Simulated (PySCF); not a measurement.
## `O=[P@@](O)(C1CC1)C(F)(F)F`, C$_{4}$H$_{6}$F$_{3}$O$_{2}$P

Geometry (Å), atoms numbered from 1 in this order:
```xyz
16

O    -1.520   -1.963   -0.178
P    -0.897   -0.657    0.008
O    -1.080   -0.066    1.481
C     0.845   -0.428   -0.403
C     1.573    0.745    0.185
C     1.853   -0.626    0.695
C    -1.765    0.677   -1.018
F    -1.585    0.476   -2.326
F    -1.342    1.919   -0.753
F    -3.079    0.649   -0.775
H    -1.694   -0.616    1.976
H     1.091   -0.763   -1.402
H     1.011    1.418    0.816
H     2.311    1.233   -0.432
H     2.787   -1.100    0.437
H     1.484   -0.889    1.676
```

Computed, not measured: GIAO B3LYP/pcSseg-1 magnetisability, rotational g tensor and spin-rotation constants, non-relativistic, gas phase (PySCF 2.14.0). Geometry: GFN2-xTB.

(1) Give the nuclear spin-rotation constants along the inertial axes (H = +C I·J) beside the isotropic shieldings.

## Answers

(1) Rotational constants 1.7329, 0.9623, 0.8307 GHz. A star marks the isotopologue with that one atom substituted, in its own axes.
```
atom  isotope  Caa (kHz)  Cbb (kHz)  Ccc (kHz)  mean (kHz)  σ (ppm)
  P2      31P      3.192      1.362      1.440       1.998    284.6
  F8      19F      2.402      1.117      0.880       1.467    261.3
  F9      19F      2.766      0.937      0.924       1.542    257.0
 F10      19F      1.877      1.409      0.884       1.390    261.1
 H11       1H     -0.244     -0.005     -0.077      -0.108     29.2
 H12       1H     -0.186     -0.112      0.005      -0.098     30.7
 H13       1H     -0.166     -0.102     -0.011      -0.093     30.9
 H14       1H     -0.188     -0.005     -0.084      -0.092     30.9
 H15       1H     -0.048     -0.109     -0.062      -0.073     30.9
 H16       1H     -0.155     -0.055     -0.056      -0.088     30.8
  O1     17O*     -0.317     -0.181     -0.112      -0.203    191.6
  O3     17O*     -0.294     -0.114     -0.074      -0.161    242.5
  C4     13C*      0.283      0.118      0.104       0.168    171.6
  C5     13C*      0.209      0.154      0.087       0.150    176.7
  C6     13C*      0.285      0.119      0.072       0.159    178.9
  C7     13C*      0.557      0.307      0.262       0.375     48.9
```
For the geometry as given, no vibrational averaging.
